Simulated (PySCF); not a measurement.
**Ionising Pb2**

PBE; Pb def2-SVP with ECP60; scalar-relativistic core potentials (PySCF 2.14). Neutral (UKS): triplet (π ↑↑), Re = 2.942 Å, ωe = 130 cm⁻¹, De = 2.43 eV, HOMO -4.00 eV, LUMO -3.60 eV.

Pb₂⁺ (UKS): quartet (σ ↑, π ↑↑), Re = 2.987 Å, ωe = 110 cm⁻¹, De = 2.81 eV to Pb⁺ + Pb. The energies at the minima are -385.80763 hartree for Pb2 and -385.56549 for Pb₂⁺.

Task: Work out the adiabatic ionisation energy, without and with harmonic zero-point energies (1 hartree = 27.2114 eV, 1 eV = 8065.5 cm⁻¹), and the change of the bond length.

Result: At PBE: 0.24214 hartree = 6.589 eV between the minima; the zero-point term (110.0 − 130.0)/2 cm⁻¹ = -0.001 eV makes it 6.588 eV. Re changes by +4.5 pm against the neutral. The electron leaves a σ orbital, and the longer bond of the ion fits a bonding orbital, or a change in how ionic the bond is.

Spin–orbit coupling is left out, which matters for elements this heavy, above all for dissociation energies. States were picked by a PBE0 search and need not be the measured ground states.
